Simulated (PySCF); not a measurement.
**RuO₂F, doublet: molecular constants**

These are results of UPBE0/[Ru def2-TZVP with ECP28, O def2-TZVP, F def2-TZVP], scalar-relativistic core potentials, density fitting, no spin–orbit coupling, PySCF, not measurements.

The structure is a minimum.

- Point group: C2v
- Bond lengths: Ru–F 1.839 Å, Ru–O 1.644 Å (×2)
- Bond angles: F–Ru–O 117.2° (×2), O–Ru–O 125.5°
- Entropy at 298.15 K and 1 bar (electronic part: spin only): 306.2 J/(mol K)
- Highest occupied level (β): -8.53 eV
- Rotational constants: 0.2466, 0.2066, 0.1124 cm⁻¹
- Enthalpy at 298.15 K above 0 K: 14.79 kJ/mol
- Principal polarisabilities: 28.7, 36.7, 48.1 bohr³
- Principal quadrupole moments (Buckingham, traceless) about the centre of mass: -3.12, -1.48, 4.60 D Å
- Heat capacity Cp at 298.15 K: 62.6 J/(mol K)
- Spin squared ⟨S²⟩: 0.754
- Lowest empty level (β): -4.87 eV
- Rotational symmetry number: 2
- Atomisation energy without zero-point energy: 1332 kJ/mol
- Zero-point energy: 20.1 kJ/mol
- Dipole moment: 0.40 D

Harmonic modes (masses in u: Ru 101.904, O 15.995, F 18.998):
| symmetry | ω (cm⁻¹) | IR (km/mol) | μ (u) | type |
| --- | --- | --- | --- | --- |
| b1 | 141 | 15.1 | 22.82 | bend |
| b2 | 175 | 13.4 | 19.80 | bend |
| a1 | 312 | 3.6 | 17.85 | bend |
| a1 | 674 | 98.9 | 21.63 | stretch |
| b2 | 988 | 293 | 19.09 | stretch |
| a1 | 1068 | 33.9 | 16.93 | stretch |

In C2v the vibrations span b1 + 2b2 + 3a1. Here b1 is antisymmetric to the molecular plane and b2 lies in it.

Charges (e):
| atom | Mulliken | Löwdin | polar tensor | spin (Mulliken) | Mayer order to Ru1 |
| --- | --- | --- | --- | --- | --- |
| Ru1 | 1.50 | 0.75 | 1.85 | 0.75 | – |
| O2,3 | -0.51 | -0.24 | -0.62 | 0.08 | 1.80 |
| F4 | -0.48 | -0.27 | -0.60 | 0.09 | 0.75 |
Other Mayer orders above 0.3: O–O 0.39.

Mulliken populations on Ru1 (electrons outside its core potential): s 2.40, p 6.17, d 5.90, f 0.04.

Formally Ru is in oxidation state +5, d3, with 1 unpaired electron (the high-spin count would be 3). The Mulliken spin on Ru is 0.75. The polar-tensor charge on Ru, 1.85, is far below the formal one.

Only a few start shapes were tried, so a lower isomer may exist. Other spin states or occupations of the open shell can lie lower.

The final relaxation and frequency run took 100 s on 4 threads of a shared Arm Neoverse V1 host, with 133 basis functions and 14 gradients; the process peaked at 1.4 GiB.
